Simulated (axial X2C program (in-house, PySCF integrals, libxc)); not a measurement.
## Spin–orbit splitting of π states down a group (EOM-EA-CCSD)

Computed with an in-house all-electron X2C program for linear molecules (integrals from PySCF): two-component X2C with atomic mean-field Coulomb and Gaunt terms, Dyall basis sets with cores contracted in-house.

The first pair of π-type roots with Ω = 1/2 and 3/2, reached by adding an electron to a closed-shell reference; vertical energies, inner shells frozen. Splitting means E(3/2) − E(1/2).

Basis sets: As dyall-acv3z, F dyall-av3z, P dyall-av3z, Sb dyall-acv3z. Correlated electrons in EOM-CCSD (inner shells frozen, about 90 virtual spinors): PF²⁺ 10, AsF²⁺ 10, SbF²⁺ 10.

| species | reference | R (Å) | main character | spinor gap ε(3/2) − ε(1/2), HF (cm⁻¹) |
| --- | --- | --- | --- | --- |
| PF⁺ | PF²⁺ | 1.522 | 80% P pπ, 9% F pπ | 320 |
| AsF⁺ | AsF²⁺ | 1.661 | 84% As pπ, 8% F pπ | 1600 |
| SbF⁺ | SbF²⁺ | 1.852 | 88% Sb pπ, 6% F pπ | 3690 |

(1) Should these pairs be regular or inverted?

EOM-EA-CCSD gives:

| species | binding Ω = 1/2 (eV) | binding Ω = 3/2 (eV) | splitting (cm⁻¹) | lowest root? |
| --- | --- | --- | --- | --- |
| PF⁺ | 18.215 | 18.173 | 335 | yes |
| AsF⁺ | 17.518 | 17.333 | 1492 | yes |
| SbF⁺ | 16.062 | 15.634 | 3447 | yes |

A negative binding energy means unbound at this level; the spinor gap is withheld where the HF spinor is unbound or of another character. A small p share on a heavy partner can supply much of the splitting, and mixing of Ω = 1/2 with σ states shifts it further.

(2) With what power of Z of the atom that holds the π orbital does the splitting grow here (least-squares line in log–log)?

States that need a further excitation are missing; levels can be off by some tenths of an eV, splittings by less.

Results:

(1) Regular: one electron outside a closed shell puts Ω = 1/2 lowest, with the sign of the spinor gap.

(2) About Z^1.9 on average, though single steps scatter about that; valence splittings grow roughly as Z², far more slowly than the Z⁴ of hydrogen-like ions, because inner shells screen the nucleus.
